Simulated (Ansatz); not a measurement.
CH5BGeO can be A, `C[B]1[O][GeH2]1`, or B, `[BH2][GeH2][CH]=O`.

Calculated with Ansatz (gas phase, PBE0-D4/def2-TZVP geometries, no zero-point term in ΔE). CCSD(T)/CBS is the MP2 limit (def2-TZVPP, def2-QZVPP) plus CCSD(T) − MP2 in def2-TZVPP, frozen cores. DFT in def2-TZVPP. B3LYP here is the variant with VWN-RPA as its local correlation; programs differ in this. For Ge outer-core shells are correlated without core-valence functions, which leaves a few kJ/mol of doubt a bond. Scalar relativity is left out up to krypton. One conformer a species, not always the lowest.

Task: Which isomer does CCSD(T)/CBS put lower? Give the gap. (Estimate.)

Result: Ansatz gave: A, by 267.7 kJ/mol.

Task: Give E(B) − E(A) in kJ/mol with B3LYP-D4, PBE0-D4, B2PLYP, MP2/def2-TZVPP, BLYP-D4, CCSD/def2-TZVPP, HF/def2-TZVPP. (Estimate.)

Result: Ansatz gave: B3LYP-D4 259.5, PBE0-D4 270.5, B2PLYP 266.1, MP2/def2-TZVPP 279.6, BLYP-D4 255.5, CCSD/def2-TZVPP 254.3, HF/def2-TZVPP 218.2. None reverses the order clearly.

Task: Does the order hold for the free energy at 298.15 K (harmonic terms from PBE0-D4)? (Estimate.)

Result: The calculation gave: Yes: G(B) − G(A) = +247.3 kJ/mol, for one conformer each. Modes under 60 cm⁻¹, often nearly free rotors, make the harmonic entropy too high.

Largest T1 diagnostic: 0.016.

Leaving LDA and LC-ωPBE aside and taking each functional with its dispersion term where it has one, the values, not all of them listed here, spread over 21.9 kJ/mol, from BLYP-D4 to B97M-V. LDA lies +29.3 kJ/mol from PBE without D4. In def2-TZVPP, CCSD(T) changes the Hartree–Fock value by +42.8 kJ/mol (the triples alone add +6.7 kJ/mol) and MP2 by +61.4 kJ/mol.
